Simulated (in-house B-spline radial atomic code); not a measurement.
Orbital energies and mean radii along the 31-electron series, configuration [Ar] 3d10 4s2 4p1. The effective charge is n√(-2ε), a non-relativistic measure. Computed with a B-spline radial code for spherical atoms: non-relativistic Hartree-Fock, average of the configuration, point nuclei.

This level leaves out relativity, spin-orbit splitting included, which matters for heavy ions.

| ion | Z | energy of 1s (Eh) | mean radius of 1s (bohr) | energy of 3s (Eh) | mean radius of 3s (bohr) | energy of 4s (Eh) | mean radius of 4s (bohr) | energy of 3p (Eh) | mean radius of 3p (bohr) | effective charge of 1s |
| --- | --- | --- | --- | --- | --- | --- | --- | --- | --- | --- |
| Ga | 31 | -378.82 | 0.049408 | -6.3947 | 0.66047 | -0.42459 | 2.4889 | -4.4824 | 0.68409 | 27.525 |
| Ge+ | 32 | ? | ? | ? | ? | ? | ? | ? | ? | ? |
| As2+ | 33 | ? | ? | ? | ? | ? | ? | ? | ? | ? |
| Se3+ | 34 | -462.23 | 0.044977 | -10.269 | 0.58101 | -1.9506 | 1.6949 | -7.9916 | 0.59209 | 30.405 |
| Br4+ | 35 | -492.09 | 0.043671 | -11.845 | 0.55803 | -2.6194 | 1.5529 | -9.4423 | 0.56603 | 31.372 |
| Kr5+ | 36 | -522.96 | 0.042439 | -13.55 | 0.53663 | -3.36 | 1.4374 | -11.019 | 0.542 | 32.341 |
| Rb6+ | 37 | -554.84 | 0.041275 | -15.379 | 0.51668 | -4.1706 | 1.3407 | -12.719 | 0.5198 | 33.312 |

Question: Fill in the row of Ge+.

Answer: energy of 1s (Eh): -405.58; mean radius of 1s (bohr): 0.047837; energy of 3s (Eh): -7.5275; mean radius of 3s (bohr): 0.63215; energy of 4s (Eh): -0.84405; mean radius of 4s (bohr): 2.1227; energy of 3p (Eh): -5.4965; mean radius of 3p (bohr): 0.65099; effective charge of 1s: 28.481.

Question: Fill in the row of As2+.

Answer: energy of 1s (Eh): -433.39; mean radius of 1s (bohr): 0.046363; energy of 3s (Eh): -8.8259; mean radius of 3s (bohr): 0.60569; energy of 4s (Eh): -1.3569; mean radius of 4s (bohr): 1.8764; energy of 3p (Eh): -6.6731; mean radius of 3p (bohr): 0.62036; effective charge of 1s: 29.441.

Question: How does the screening of 1s change?

Answer: Z less the effective charge goes from 3.47 at Z = 31 to 3.69 at Z = 37.
